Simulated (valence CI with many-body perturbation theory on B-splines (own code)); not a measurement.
**E1 transitions of Zr X**

Computed by relativistic CI+MBPT: three valence electrons over a frozen Dirac-Fock core [Ar] 3d10, radial functions for each j: 11 s, 11 p, 10 d, 8 f, 5 g, 2 h, with the one-electron correlation potential Σ1 (screened to all orders), the two-electron term Σ2, the three-electron term Σ3, Breit, model QED; selected single and double excitations, second order for the rest, scaled by the run's own slope (own B-spline code, finite nucleus).

No measured levels were compared; by estimate levels hold to about 250 cm⁻¹ or 0.2 % of their energy and the worst to 1 %, as in measured heavy ions of charge 2 to 7; those with d or f electrons hold less well.

Lines 151 to 200 of 584 in falling wavelength, among levels below 124.93 eV, chosen from the strongest by gf and those to the six lowest levels. Wavelengths and rates use the calculated energies, so an error of 800 cm⁻¹ moves a line at 46.36 nm by 0.37 % and its rate by three times that or more. Electric multipoles are in the length gauge, E1 and E2 with the static RPA response of the core. Weak lines are less certain than strong ones. Lines between different terms over intervals too small for the method are left out, as are lines whose strength nearly cancels. Where a level lies close to another of its J and parity, the split of strength between their lines is uncertain. The highest levels of a list are the least certain.

Names give the largest LS component (configuration and term), which can be under half, so a name can repeat, a term be missing and a line seem to break the LS rules; names also repeat where a configuration has a term twice. Letters in brackets count levels of one name in rising energy.

```
λ vac (nm)               Upper               Lower   A (s⁻¹)  log gf  Branch %
     46.36    4p²4d ²P_1/2 [a]  4s4p4d ²D°_3/2 [a]  4.07e+09   -0.58      14.5
     46.19   4s4p4f ²F_7/2 [b]       4s²4f ²F°_5/2  1.19e+09   -0.52       2.5
     46.04   4s4p4f ²F_7/2 [b]       4s²4f ²F°_7/2  2.36e+09   -0.22       4.9
     45.95        4p²4d ⁴F_7/2      4s4p4d ⁴F°_9/2  3.13e+09   -0.10      35.9
     45.67        4p²5s ²D_3/2  4s4p5s ²P°_3/2 [a]  3.81e+09   -0.32       5.4
     45.64    4p²4d ²F_5/2 [a]      4s4p4d ⁴F°_7/2  1.53e+09   -0.54      29.2
     45.58   4s4p4f ²G_9/2 [b]       4s²4f ²F°_7/2  4.07e+09    0.10       6.6
     45.47        4p²5s ²P_1/2  4s4p5s ²P°_3/2 [a]  6.92e+09   -0.37       6.5
     45.44        4s4p² ²D_3/2       4s²4p ²P°_1/2  3.52e+09   -0.36      99.7
     45.35        4p²4d ⁴F_5/2      4s4p4d ⁴F°_7/2  2.02e+09   -0.43      23.1
     45.15        4p²4d ⁴F_3/2      4s4p4d ⁴F°_5/2  3.18e+09   -0.41      30.3
     44.87        4p²4d ⁴F_9/2      4s4p4d ⁴F°_9/2  5.35e+09    0.21      66.1
     44.79        4s²6s ²S_1/2       4s²5p ²P°_3/2  1.76e+10    0.02      24.3
     44.53        4p²5s ⁴P_3/2      4s4p5s ⁴P°_5/2  7.38e+09   -0.06      15.1
     44.38    4p²4d ²F_7/2 [a]      4s4p4d ⁴F°_7/2  1.78e+09   -0.38      32.9
     44.34  4s4p4d ²F°_7/2 [b]        4s²4d ²D_5/2  3.20e+09   -0.12       5.4
     44.31        4p²4d ⁴F_3/2      4s4p4d ⁴F°_3/2  4.23e+09   -0.30      40.3
     44.07        4p²4d ⁴F_5/2      4s4p4d ⁴F°_5/2  3.19e+09   -0.25      36.5
     44.01        4p²4d ⁴F_7/2      4s4p4d ⁴F°_7/2  2.33e+09   -0.27      26.7
     43.91        4p²5s ²D_5/2      4s4p5s ⁴P°_5/2  5.90e+09    0.01      11.2
     43.84        4p²5s ⁴P_1/2      4s4p5s ⁴P°_3/2  1.43e+10   -0.08      26.7
     43.63        4p²4d ⁴P_5/2      4s4p4d ⁴D°_7/2  4.58e+09   -0.11       6.4
     43.44  4s4p4d ²F°_5/2 [b]        4s²4d ²D_3/2  3.57e+09   -0.22       6.2
     43.40        4s²6s ²S_1/2       4s²5p ²P°_1/2  9.54e+09   -0.27      13.2
     43.33    4p²4d ²D_5/2 [c]  4s4p4d ²F°_7/2 [b]  4.37e+09   -0.13       6.3
     43.02        4p²4d ⁴F_9/2      4s4p4d ⁴F°_7/2  1.08e+09   -0.52      13.3
     43.01    4p²4d ²D_3/2 [a]      4s4p4d ⁴D°_5/2  4.49e+09   -0.30       6.3
     42.85    4p²4d ²D_3/2 [b]  4s4p4d ²F°_5/2 [a]  6.33e+09   -0.16      24.1
     42.76    4p²4d ²D_3/2 [c]  4s4p4d ²F°_5/2 [b]  4.70e+09   -0.29       8.1
     42.74   4s4p4f ²D_5/2 [b]       4s²4f ²F°_7/2  1.96e+09   -0.49       2.1
     42.74     4p³ ⁴S°_3/2 [a]        4s4p² ⁴P_5/2  7.67e+09   -0.08      43.2
     42.61        4p²5s ²P_1/2  4s4p5s ²P°_1/2 [a]  1.28e+10   -0.16      12.0
     42.28    4p²4d ²D_5/2 [b]  4s4p4d ²F°_7/2 [a]  8.70e+09    0.15      53.3
     42.19    4p²4d ²D_5/2 [a]      4s4p4d ⁴D°_7/2  3.89e+09   -0.21       5.7
     42.07    4p²4d ²P_3/2 [a]      4s4p4d ⁴F°_5/2  2.39e+09   -0.60      12.6
     41.95        4p²4d ⁴P_1/2  4s4p4d ⁴D°_3/2 [b]  8.77e+09   -0.33      10.0
     41.90        4p²5s ⁴P_3/2      4s4p5s ⁴P°_3/2  2.79e+09   -0.53       5.7
     41.85        4p²4d ⁴D_5/2      4s4p4d ⁴F°_7/2  4.35e+09   -0.16      29.1
     41.74        4p²4d ⁴D_7/2      4s4p4d ⁴F°_9/2  3.81e+09   -0.10      41.1
     41.49   4s4p4f ²D_3/2 [b]       4s²4f ²F°_5/2  2.32e+09   -0.62       3.2
     41.43        4p²4d ⁴P_3/2      4s4p4d ⁴D°_5/2  3.90e+09   -0.40       5.3
     41.36        4p²5s ²D_5/2      4s4p5s ⁴P°_3/2  3.87e+09   -0.23       7.3
     41.34    4p²4d ²P_3/2 [a]      4s4p4d ⁴F°_3/2  3.03e+09   -0.51      16.0
     41.29         4p³ ²P°_1/2        4s4p² ²D_3/2  1.07e+10   -0.26      69.1
     41.25     4p³ ⁴S°_3/2 [b]        4s4p² ⁴P_5/2  5.42e+09   -0.26      31.3
     41.19        4p²4d ⁴D_1/2      4s4p4d ⁴F°_3/2  8.43e+09   -0.37      57.4
     41.10        4p²4d ²G_9/2      4s4p4d ⁴F°_9/2  1.96e+09   -0.30      42.9
     41.08     4p³ ⁴S°_3/2 [a]        4s4p² ⁴P_3/2  4.21e+09   -0.37      23.8
     40.98         4p³ ²D°_5/2        4s4p² ⁴P_5/2  4.18e+08   -1.20       6.8
     40.96        4p²5s ⁴P_3/2      4s4p5s ⁴P°_1/2  8.93e+09   -0.05      18.3
```

Q: How does gf follow from A for the line at 45.67 nm?

A: gf = 1.4992 × (2J+1)_upper × A / σ², with σ = 218938 cm⁻¹ and 2J+1 = 4: gf = 0.477.
